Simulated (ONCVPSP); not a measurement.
**samarium (Sm) ONCV: all-electron and pseudo phase curves**

* Element: Sm
* Generator: ONCVPSP 4.0.1
* Type: optimised norm-conserving Vanderbilt (ONCV)
* Functional: PBE
* Relativity: scalar-relativistic
* Frozen core: [Kr] 4d10
* Valence charge: 16
* Reference configuration: 4f6 5s2 5p6 6s0.5 (charge +1.5)
* Partial waves: 5s+6s: rc 2.00 bohr, ncon 3, nbas 7, qcut 5.5 1/bohr, 2 projectors; 5p: rc 1.65 bohr, ncon 4, nbas 7, qcut 5.3 1/bohr, 2 projectors, debl 1.3 Ha; d scattering state at 0.15 Ha: rc 2.05 bohr, ncon 3, nbas 6, qcut 5.1 1/bohr, 2 projectors, debl 1.8 Ha; 4f: rc 1.15 bohr, ncon 4, nbas 8, qcut 13.9 1/bohr, 2 projectors, debl 0.5 Ha
* Local potential: polynomial inside 0.90 bohr (lpopt 5, dvloc0 0 Ha)
* Core correction: Teter function, fcfact 4.75, rcfact 1.5

In the d channel the program set the typed energies aside and used 0.050, 1.850 Ha.

The phase is arctan(r·R′/R) of the radial function R(r), unwrapped; energies in Ha, scanned from -3 to 5 Ha. A pole is an energy at which the radial function vanishes at the test radius. The pseudo phase is shifted by a multiple of π to meet the all-electron one at the reference energy, and phase errors are pseudo minus all-electron; the curves can meet again beyond the range given. Levels narrower than the energy grid can be missing from the lists of poles.

```
channel  radius (bohr)  reference energy (Ha)  poles, all-electron  poles, pseudo  unbroken range about the reference energy with phases within 0.05 rad  phase error 1 Ha above the reference energy (rad)
      s           2.03                  -0.41                -1.43    -1.43, 4.72                                                        the whole range                                             -0.001
      p           1.68                  -1.21                 1.02           1.02                                                        the whole range                                             +0.000
      d           2.08                   0.05                 1.22           1.21                                                              below 3.4                                             -0.000
      f           1.16                  -0.44                 0.89           0.89                                                        the whole range                                             -0.000
```

Note: ghosts flagged at negative energy: s at -300.2 eV, p at -12.8 eV; GHOST(+) flagged for d at 132.6 eV. A true bound ghost makes a file unfit for plane-wave use.

Phases in the s channel:

```json
{"E (Ha)": "-2.98", "all-electron": "0.969", "pseudo": "0.969"}
{"E (Ha)": "-2.76", "all-electron": "0.752", "pseudo": "0.752"}
{"E (Ha)": "-2.54", "all-electron": "0.269", "pseudo": "0.269"}
{"E (Ha)": "-2.32", "all-electron": "-0.559", "pseudo": "-0.559"}
{"E (Ha)": "-2.10", "all-electron": "-1.107", "pseudo": "-1.107"}
{"E (Ha)": "-1.88", "all-electron": "-1.353", "pseudo": "-1.353"}
{"E (Ha)": "-1.66", "all-electron": "-1.484", "pseudo": "-1.484"}
{"E (Ha)": "-1.44", "all-electron": "-1.566", "pseudo": "-1.566"}
{"E (Ha)": "-1.22", "all-electron": "-1.627", "pseudo": "-1.627"}
{"E (Ha)": "-1.00", "all-electron": "-1.677", "pseudo": "-1.677"}
{"E (Ha)": "-0.78", "all-electron": "-1.723", "pseudo": "-1.723"}
{"E (Ha)": "-0.56", "all-electron": "-1.768", "pseudo": "-1.768"}
{"E (Ha)": "-0.34", "all-electron": "-1.816", "pseudo": "-1.816"}
{"E (Ha)": "-0.12", "all-electron": "-1.872", "pseudo": "-1.872"}
{"E (Ha)": "0.10", "all-electron": "-1.941", "pseudo": "-1.941"}
{"E (Ha)": "0.32", "all-electron": "-2.033", "pseudo": "-2.034"}
{"E (Ha)": "0.54", "all-electron": "-2.165", "pseudo": "-2.166"}
{"E (Ha)": "0.76", "all-electron": "-2.370", "pseudo": "-2.373"}
{"E (Ha)": "0.98", "all-electron": "-2.699", "pseudo": "-2.706"}
{"E (Ha)": "1.20", "all-electron": "-3.170", "pseudo": "-3.184"}
{"E (Ha)": "1.42", "all-electron": "-3.641", "pseudo": "-3.657"}
{"E (Ha)": "1.64", "all-electron": "-3.968", "pseudo": "-3.982"}
{"E (Ha)": "1.86", "all-electron": "-4.169", "pseudo": "-4.182"}
{"E (Ha)": "2.08", "all-electron": "-4.298", "pseudo": "-4.309"}
{"E (Ha)": "2.30", "all-electron": "-4.385", "pseudo": "-4.395"}
{"E (Ha)": "2.52", "all-electron": "-4.447", "pseudo": "-4.458"}
{"E (Ha)": "2.74", "all-electron": "-4.495", "pseudo": "-4.505"}
{"E (Ha)": "2.96", "all-electron": "-4.532", "pseudo": "-4.543"}
{"E (Ha)": "3.18", "all-electron": "-4.562", "pseudo": "-4.573"}
{"E (Ha)": "3.40", "all-electron": "-4.587", "pseudo": "-4.599"}
{"E (Ha)": "3.62", "all-electron": "-4.609", "pseudo": "-4.622"}
{"E (Ha)": "3.84", "all-electron": "-4.627", "pseudo": "-4.642"}
{"E (Ha)": "4.06", "all-electron": "-4.644", "pseudo": "-4.661"}
{"E (Ha)": "4.28", "all-electron": "-4.659", "pseudo": "-4.678"}
{"E (Ha)": "4.50", "all-electron": "-4.672", "pseudo": "-4.695"}
{"E (Ha)": "4.72", "all-electron": "-4.685", "pseudo": "-4.712"}
{"E (Ha)": "4.94", "all-electron": "-4.697", "pseudo": "-4.730"}
```
